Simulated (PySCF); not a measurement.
GeF3Br, SMILES [F][Ge]([Br])([F])[F]. Atoms are numbered in the order given.

```xyz
5

F     -1.3789    -0.7961     1.2955
Ge     0.0000     0.0000     0.6584
F      1.3789    -0.7961     1.2955
F      0.0000     1.5923     1.2955
Br     0.0000     0.0000    -1.6013
```

Geometry optimised at B3LYP-D3(BJ)/def2-SVP.

Two levels are set side by side: PBE/pcSseg-1 (PySCF) and HF/pcSseg-1 (PySCF). GIAO shifts against CFCl3 (¹⁹F), GeH4 (⁷³Ge) at the same level; non-relativistic, no solvent, atoms listed together averaged. Without spin–orbit terms, shifts of atoms bonded to Cl or Br come out too high at both levels. Differences are taken from unrounded values.

| quantity | PBE |
|---|---|
| δ(¹⁹F) of F1, F3, F4 (ppm) | -118.7 |
| δ(⁷³Ge) of Ge2 (ppm) | 321.4 |

Problem. These are the PBE values. What does HF give? (An estimate is asked for; the answer gives what the named calculation found.)

Solution. 
```tsv
quantity	HF	PBE minus HF
δ(¹⁹F) of F1, F3, F4 (ppm)	-123.2	4.4
δ(⁷³Ge) of Ge2 (ppm)	196.6	124.9
```

Rough cost on one machine, each run with all the roots and properties that it gave: HF against PBE within a factor of 2.
